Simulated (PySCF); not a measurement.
# Electronic structure of Sn⁺ (tin, charge +1) at the LDA level

Configuration: [Kr] 4d10 5s1 5p1 6s1, high-spin 4P determinant (an excited configuration). Calculation: PySCF 2.14, in aug-cc-pVQZ-PP with one added diffuse shell each of s, p, d, f, g type with ECP28MDF (8s8p6d4f3g, 117 functions); scalar relativity through the core potential.

```json
{
  "Total energy": "-213.1238 hartree",
  "One-electron energy": "-365.2304 hartree",
  "Hartree (Coulomb) energy": "169.3453 hartree",
  "Exchange-correlation energy": "-17.2386 hartree",
  "⟨S²⟩": "3.7508",
  "⟨L²⟩": "2.113",
  "Sum of ⟨r⟩": "28.28 bohr",
  "Sum of ⟨r²⟩": "66.28 bohr²",
  "Traceless quadrupole moment −½Σ⟨3z² − r²⟩ along its main axis": "0.114 e·bohr²"
}
```

```json
{"shell": "4s α", "electrons": "1", "mean orbital energy (hartree)": "-5.38589", "spread (hartree)": "0", "rms radius, mean of both spins (bohr)": "0.876"}
{"shell": "4s β", "electrons": "1", "mean orbital energy (hartree)": "-5.37884", "spread (hartree)": "0", "rms radius, mean of both spins (bohr)": "0.876"}
{"shell": "4p α", "electrons": "3", "mean orbital energy (hartree)": "-3.76814", "spread (hartree)": "0.01753", "rms radius, mean of both spins (bohr)": "0.953"}
{"shell": "4p β", "electrons": "3", "mean orbital energy (hartree)": "-3.75990", "spread (hartree)": "0.02124", "rms radius, mean of both spins (bohr)": "0.953"}
{"shell": "4d α", "electrons": "5", "mean orbital energy (hartree)": "-1.43558", "spread (hartree)": "0.01782", "rms radius, mean of both spins (bohr)": "1.18"}
{"shell": "4d β", "electrons": "5", "mean orbital energy (hartree)": "-1.41925", "spread (hartree)": "0.02348", "rms radius, mean of both spins (bohr)": "1.18"}
{"shell": "5s α", "electrons": "1", "mean orbital energy (hartree)": "-0.83668", "spread (hartree)": "0", "rms radius, mean of both spins (bohr)": "2.34"}
{"shell": "5p α", "electrons": "1", "mean orbital energy (hartree)": "-0.52385", "spread (hartree)": "0", "rms radius, mean of both spins (bohr)": "2.87"}
{"shell": "6s α", "electrons": "1", "mean orbital energy (hartree)": "-0.23563", "spread (hartree)": "0", "rms radius, mean of both spins (bohr)": "5.62"}
```

Energies and moments cover only the electrons outside the core potential. The outer electron is Rydberg-like, and this basis confines it to a smaller radius and binds it less than a complete one would.
